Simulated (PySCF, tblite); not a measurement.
Compound: C₄H₁₂N₂SSi.
Z-matrix (Å and degrees, GFN2-xTB geometry), rows numbered from 1:
```
N 
C   1  1.4519
C   2  1.5257  1  114.28
N   3  1.4366  2  114.91  1    60.80
Si  4  1.7156  3  126.39  2    56.42
S   5  2.1480  4  108.42  3    39.48
C   3  1.5033  2  118.82  1  -153.32
C   3  1.4997  2  118.38  1   -83.89
H   1  1.0154  2  110.08  3    58.57
H   1  1.0151  2  110.03  3   -60.14
H   2  1.0926  1  107.91  3  -121.90
H   2  1.0940  1  107.72  3   121.38
H   4  1.0086  3  113.04  2  -101.46
H   5  1.4568  4  105.02  3   157.30
H   5  1.4602  4  117.85  3   -75.83
H   6  1.3225  5   96.45  4    46.63
H   7  1.0784  3  118.47  8  -108.86
H   7  1.0792  3  117.60  8   107.29
H   8  1.0801  3  118.35  7   108.40
H   8  1.0804  3  118.15  7  -107.48
```

Method: PBE0/pcSseg-1 in PySCF (dipole) on a GFN2-xTB geometry, gas phase.

Take the most abundant isotopes and a rigid rotor. The values belong to one conformer with, in the numbering `[NH2:1][CH2:2][C:3]1([NH:4][SiH2:5][SH:6])[CH2:7][CH2:8]1`, H–N1–C2–C3 59° and -60°, N1–C2–C3–N4 61°, C2–C3–N4–Si5 56°, C3–N4–Si5–S6 39°, N4–Si5–S6–H 47°.

Q: What are A, B and C (MHz)?

A: Ia = 258.03, Ib = 529.05, Ic = 606.61 u·Å²; 505379 MHz·u·Å²/I gives A = 1959, B = 955.3, C = 833.1 MHz.

Q: Classify the top.

A: An asymmetric top. Ray's parameter κ = (2B − A − C)/(A − C) = -0.783; −1 is the prolate and +1 the oblate limit.

Q: Is it planar, by Δ = Ic − Ia − Ib?

A: Not planar: Δ = Ic − Ia − Ib = -180.47 u·Å². For a rigid frame Δ = −2 Σ m c², so Σ m c² = 90.24 u·Å² lies off the ab plane: 17.88 from hydrogen and 72.36 from heavier atoms. The atom farthest from that plane is 2.02 Å away.

Q: Give the other two planar moments, Paa and Pbb, and the rms extents of the mass along the axes.

A: Paa = Σ m a² = (Ib + Ic − Ia)/2 = 438.82 and Pbb = Σ m b² = (Ia + Ic − Ib)/2 = 167.80 u·Å². With the mass M = 148.05 u, the rms extents √(P/M) along a, b and c are 1.72, 1.06, 0.78 Å.

Q: List the rotational levels J(Ka,Kc) to J = 5 (K).

A: Above 0(0,0), as E/k:
J = 1: 1(0,1) 0.086, 1(1,1) 0.134, 1(1,0) 0.140
J = 2: 2(0,2) 0.257, 2(1,2) 0.300, 2(1,1) 0.317, 2(2,1) 0.462, 2(2,0) 0.462
J = 3: 3(0,3) 0.512, 3(1,3) 0.548, 3(1,2) 0.583, 3(2,2) 0.719, 3(2,1) 0.722, 3(3,1) 0.975, 3(3,0) 0.975
J = 4: 4(0,4) 0.851, 4(1,4) 0.879, 4(1,3) 0.937, 4(2,3) 1.062, 4(2,2) 1.070, 4(3,2) 1.319, 4(3,1) 1.319, 4(4,1) 1.676, 4(4,0) 1.676
J = 5: 5(0,5) 1.271, 5(1,5) 1.291, 5(1,4) 1.379, 5(2,4) 1.490, 5(2,3) 1.507, 5(3,3) 1.750, 5(3,2) 1.751, 5(4,2) 2.106, 5(4,1) 2.106, 5(5,1) 2.565, 5(5,0) 2.565

Q: Which types of transition are allowed, and where do some lines up to J = 2 fall?

A: The dipole components are |μa| = 1.70 D, |μb| = 0.73 D, |μc| = 2.52 D. The squared components, which scale the intensities, stand as 0.45 : 0.08 : 1.00 (a : b : c). Some lines, for components of 0.1 D or more:

```tsv
type	branch	J(Ka,Kc)	MHz	lower level (cm⁻¹)
a	Q	2(1,1) ← 2(1,2)	366	0.208
c	Q	2(1,2) ← 2(0,2)	892	0.179
c	Q	1(1,1) ← 1(0,1)	1003	0.060
b	Q	1(1,0) ← 1(0,1)	1125	0.060
b	Q	2(1,1) ← 2(0,2)	1258	0.179
a	R	1(0,1) ← 0(0,0)	1788	0.000
b	R	2(0,2) ← 1(1,1)	2563	0.093
b	R	1(1,1) ← 0(0,0)	2792	0.000
c	R	1(1,0) ← 0(0,0)	2914	0.000
c	Q	2(2,1) ← 2(1,1)	3010	0.221
b	Q	2(2,0) ← 2(1,1)	3021	0.221
b	Q	2(2,1) ← 2(1,2)	3376	0.208
a	R	2(1,2) ← 1(1,1)	3455	0.093
a	R	2(0,2) ← 1(0,1)	3566	0.060
a	R	2(1,1) ← 1(1,0)	3699	0.097
b	R	2(1,2) ← 1(0,1)	4458	0.060
c	R	2(1,1) ← 1(0,1)	4824	0.060
b	R	2(2,1) ← 1(1,0)	6709	0.097
c	R	2(2,0) ← 1(1,0)	6719	0.097
c	R	2(2,1) ← 1(1,1)	6831	0.093
b	R	2(2,0) ← 1(1,1)	6842	0.093
```

Q: Estimate the classical rotational partition function at 10 K, 50 K and 298.15 K.

A: Point group C1, symmetry number σ = 1; q = (√π/σ)·√((kT/h)³/(ABC)), k/h = 20836.6 MHz/K: 4270 at 10 K, 47700 at 50 K, 695000 at 298.15 K.

Its GFN2-xTB frequencies are all real (lowest 21 cm⁻¹). No vibrational averaging or centrifugal distortion is included, and the geometry carries the error of its method. A rigid rotor knows nothing of inversion at nitrogen, which can split or shift real lines. Quadrupole hyperfine structure (14N) is left out.
